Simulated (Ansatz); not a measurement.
Reaction (formal exchange of groups at a Ge–N bond): `[F][GeH2][NH][GeH3]` + BH₃ → `[BH2][GeH2][F]` + `[NH2][GeH3]`

Program: Ansatz. Geometries: PBE0-D4/def2-TZVP. ΔE: electronic, gas phase. CCSD(T)/CBS adds triple-zeta CCSD(T) − MP2 to the extrapolated MP2 energy (def2 sets, frozen cores). This one scheme is used for every species. DFT in def2-TZVPP. HSE06 is defined as in plane-wave codes. For Ge outer-core shells are correlated without core-valence functions, which leaves a few kJ/mol of doubt a bond. Scalar relativity is left out up to krypton. Each species was taken in one conformer, which may not be the lowest.

`[F][GeH2][NH][GeH3]`:

Z-matrix (Å, degrees):
```
Ge
N 1 1.807
F 1 1.750 2 110.3
H 1 1.532 2 110.3 3 115.6
H 1 1.531 2 109.4 3 -115.0
Ge 2 1.843 1 125.5 3 73.5
H 2 1.010 1 114.8 3 -80.8
H 6 1.538 2 108.5 1 144.7
H 6 1.535 2 105.8 1 25.5
H 6 1.540 2 111.8 1 -94.7
```

BH₃:

Z-matrix (Å, degrees):
```
B
H 1 1.193
H 1 1.193 2 120.0
H 1 1.193 2 120.0 3 180.0
```

`[BH2][GeH2][F]`:

Z-matrix (Å, degrees):
```
Ge
F 1 1.751
B 1 2.052 2 110.0
H 1 1.541 2 105.0 3 -122.4
H 1 1.541 2 105.0 3 122.4
H 3 1.194 1 119.1 2 -180.0
H 3 1.192 1 121.6 2 -0.0
```

`[NH2][GeH3]`:

```xyz
7

N     0.884   -0.294   -0.694
Ge   -0.626    0.142    0.268
H     1.538    0.471   -0.791
H     1.386   -1.089   -0.321
H    -1.523   -1.105    0.276
H    -0.355    0.570    1.731
H    -1.305    1.306   -0.469
```

| level | ΔE (kJ/mol) | difference from CCSD(T)/CBS |
| --- | --- | --- |
| revPBE-D4 | 27.7 | -14.2 |
| B97M-V | 31.8 | -10.1 |
| r2SCAN0-D4 | 36.5 | -5.4 |
| ωB97X-V | 40.2 | -1.7 |
| PBE | 21.0 | -20.9 |
| BLYP | 26.8 | -15.1 |
| r2SCAN | 32.3 | -9.6 |
| HSE06 | 27.1 | -14.8 |
| BHLYP | 39.6 | -2.3 |
| RPA@PBE/def2-TZVPP | 45.8 | 3.9 |
| CCSD/def2-SVP | 52.1 | 10.2 |
| HF/def2-TZVPP | 50.0 | 8.1 |
| MP2/def2-TZVPP | 52.9 | 11.0 |
| SCS-MP2/def2-TZVPP | 52.9 | 11.0 |
| CCSD/def2-TZVPP | 44.1 | 2.2 |
| HF/def2-QZVPP | 50.8 | 8.9 |
| CCSD(T)/CBS | 41.9 | 0 |

Largest T1 diagnostic among the species: 0.012.

At CCSD(T), def2-SVP lies +11.1 kJ/mol from the extrapolated value and def2-TZVPP +3.1 kJ/mol. From PBE to PBE0 (25 % exact exchange), in def2-TZVPP and without D4, ΔE moves by +6.0 kJ/mol. Leaving LDA and LC-ωPBE aside and taking each functional with its dispersion term where it has one, the values, not all of them listed here, spread over 20.8 kJ/mol, from PBE-D4 to BHLYP-D4.
